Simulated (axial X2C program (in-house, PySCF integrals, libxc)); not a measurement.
SbNC: properties at the nuclei

Computed with an in-house all-electron X2C program for linear molecules (integrals from PySCF): two-component X2C with atomic mean-field Coulomb and Gaunt terms, Gaussian nuclei, basis Sb dyall-v3z, N dyall-av3z, C dyall-v3z with contracted cores.

Sb–N–C held linear, with bonds 2.029 and 1.177 Å (near the PBE0 minimum at charge 0 of the determinant lowest at the starting distance; the state shown can have its own minimum elsewhere, held linear; other orders of the atoms were not compared).

Determinant lowest in the PBE0 search, Ω = 1 (⟨Sz⟩ = 1.00, ⟨Lz⟩ = 0.00 at PBE0), spin on the atoms Sb 1.00, N -0.09, C 0.08:

```tsv
level	Eeff magnitude (GV/cm)	Ws magnitude Sb (kHz)	A∥/gI Sb (MHz)	qzz Sb (a.u.)	A∥/gI N (MHz)	qzz N (a.u.)	A∥/gI C (MHz)	qzz C (a.u.)	μ (D)
PBE0	0.131	0.122	-1060	3.50	-10.8	-0.15	-3.72	-0.92	-4.21
HF	3.08	1.86	-903	4.04	-12.8	-0.25	-0.6	-1.07	-4.01
r2SCAN	1.46	0.879	-1070	3.36	0.761	-0.15	0.125	-0.90	-4.17
```

Determinant 0.41 eV from it at PBE0 and this distance, Ω = 0 (closed shell), highest spinor 78% Sb p, 10% N d, 6% C p:

| level | qzz Sb (a.u.) | qzz N (a.u.) | qzz C (a.u.) | μ (D) |
| --- | --- | --- | --- | --- |
| PBE0 | 4.04 | -0.18 | -0.92 | -4.20 |
| HF | 4.46 | -0.26 | -1.08 | -3.97 |
| r2SCAN | 4.07 | -0.18 | -0.91 | -4.11 |

Eeff is the effective electric field on the electron electric dipole moment in this Ω state and Ws the scalar–pseudoscalar constant of the nucleus named (defined with the proton number Z and per Ω); A∥ (defined per Ω) follows by multiplying with gI = μI/(I μN); qzz is the electric field gradient, eQq0 = 234.96 MHz × Q/barn × qzz; μ is positive if the C end (last atom) is positive. The operators were transformed with the bare-nucleus X2C matrices; with these basis sets, hyperfine constants and field gradients can be off by tens of per cent, and where levels differ in sign neither size nor sign is settled.

(1) With gI(121Sb) = 1.3454, Q(121Sb) = -0.543 barn, Q(14N) = 0.02044 barn (g factors from the IAEA table of nuclear moments by Stone; Q from Pyykkö, Mol. Phys. 2018), turn the PBE0 values of the first state into constants in MHz.

The molecule was held linear; bending was not examined, so a bent shape may lie lower.

Each state is one determinant with collinear spin, which with several unpaired electrons need not be a pure state. Unrestricted Hartree–Fock can overshoot spin polarisation at the nuclei. A closed determinant beside an open π² or δ² triplet, such as (π1/2)², mixes with its partner pair into the 0⁺ component of the triplet and ¹Σ⁺, so its energy is not that of a level, and 0⁺ can lie lowest. With several open shells hyperfine constants can be off by a factor of several. Where Eeff spreads by more than a factor of two the levels disagree and none is to be relied on. Open-shell Ω = 0 determinants with evenly filled partner blocks cannot be reached by this program, so the Ω shown need not be the lowest component. States lie within half an eV, so the first need not be the ground state. Where a field gradient or hyperfine factor spreads by more than a factor of two over the levels, a constant derived from it is not to be relied on. PBE0 term energies can be off by some tenths of an eV.

## Answers

(1) A∥(121Sb) = -1060 × 1.3454 = -1430 MHz; eQq0(121Sb) = 234.96 × (-0.543) × (3.50) = -447 MHz; eQq0(14N) = 234.96 × (0.02044) × (-0.15) = -0.72 MHz.
